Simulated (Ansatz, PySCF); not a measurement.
FH6NOSi2, SMILES N[SiH2]O[SiH2]F. Atoms are numbered in the order given.

```xyz
11

Si     1.2941    -0.7711     0.7388
F      2.5852     0.0982     0.2866
O     -0.0051    -0.3311    -0.1507
Si    -1.1938     0.8167    -0.4224
N     -2.7181     0.1564    -0.8354
H      1.0672    -0.4874     2.1815
H      1.5990    -2.1983     0.4747
H     -0.7370     1.6558    -1.5611
H     -1.3562     1.5925     0.8404
H     -2.8787    -0.2376    -1.7552
H     -3.2990    -0.2929    -0.1371
```

Geometry: PBE0-D3(BJ)/def2-SVP. This is a generated structure with no PubChem entry under its InChIKey; it may be hypothetical. Other conformers were not sampled.

Vertical ionisation energy (IE) and electron affinity (EA) in eV. Rows of orbital energies are one-electron estimates. Where ΔSCF, EOM or ADC give a negative EA the extra electron is unbound and the value depends on the basis.

| level | IE | EA |
|---|---|---|
| −ε(HOMO), −ε(LUMO), B3LYP/def2-TZVP (PySCF) | 7.75 | -0.16 |
| −ε(HOMO), −ε(LUMO), PBE/def2-TZVP (PySCF) | 6.56 | 0.38 |
| ΔSCF, PBE0/def2-SVPD (Ansatz), final states of multiplicity 2 and 2 | 10.31 | -1.48 |
| ΔSCF, PBE/def2-SVPD (Ansatz), final states of multiplicity 2 and 2 | ___ | ___ |

**Question.** Some entries are withheld; supply them. (Estimate from the structure and the level; the computed values follow.)

**Answer.** 
- ΔSCF, PBE/def2-SVPD (Ansatz, an electronic-structure program), final states of multiplicity 2 and 2, IE: 9.78
- ΔSCF, PBE/def2-SVPD (Ansatz), final states of multiplicity 2 and 2, EA: -1.28

**Question.** What vertical singlet–triplet gap does ΔSCF give with PBE0/def2-SVPD (Ansatz) and with PBE/def2-SVPD (Ansatz)? (An estimate is asked for; the answer gives what the named calculation found.)

**Answer.** 6.47 and 6.30 eV (triplet above singlet where positive).
